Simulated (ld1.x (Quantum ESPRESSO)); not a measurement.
**PBE PAW dataset for molybdenum, scalar-relativistic all-electron reference.**

Mo, PAW, made with ld1.x (Quantum ESPRESSO) 7.5 (PBE, scalar-relativistic). Core [Ar] 3d10, reference 4s2 4p6 4d6 5s0 5p0. Waves: 4s (bound): rcut 1.45, rcutus 1.60 bohr; 5s (bound, empty): rcut 1.45, rcutus 1.60 bohr; 4p (bound): rcut 2.00, rcutus 2.50 bohr; 5p (bound, empty): rcut 2.00, rcutus 2.50 bohr; 4d (bound): rcut 1.40, rcutus 1.75 bohr; 4d channel at 0.5 Ry: rcut 1.40, rcutus 1.75 bohr. Local part: all-electron potential smoothed inside 2.20 bohr (lloc = -1). Core correction: Bessel-smoothed model core inside 1.15 bohr. Augmentation charge: PSQ, inside the norm-conserving radii.

All-electron outer shells of the reference configuration (PBE, scalar-relativistic, ld1.x):

| shell | level (eV) | outermost node (bohr) | outermost maximum (bohr) |
| --- | --- | --- | --- |
| 3p | -377.01 | 0.17 | 0.38 |
| 3d | -218.73 | – | 0.32 |
| 4s | -62.21 | 0.51 | 0.99 |
| 4p | -36.45 | 0.52 | 1.08 |
| 5s | -3.45 | 1.35 | 3.04 |
| 4d | -2.31 | 0.53 | 1.40 |
| 5p | -0.76 | 1.56 | 4.48 |

(1) Is the overlap operator S = 1 + Σ q|β⟩⟨β| positive definite (Bessel basis up to 400 Ry)?

Results:

(1) No: its lowest eigenvalue is -0.035, in the p channel, so the generalised eigenproblem breaks down once the basis is large enough.

Its largest configuration-test error is +19 meV (4s2 4p6 4d5 5s1 5p0). Test run stopped at test 2 of 7 (negative rho).

The ghost test of this file was not conclusive. Its overlap operator is not positive definite in a basis up to 400 Ry (lowest eigenvalue p -0.03), so the file is unfit for use: the generalised eigenproblem breaks down once the basis is large enough, and its test numbers describe a broken file.
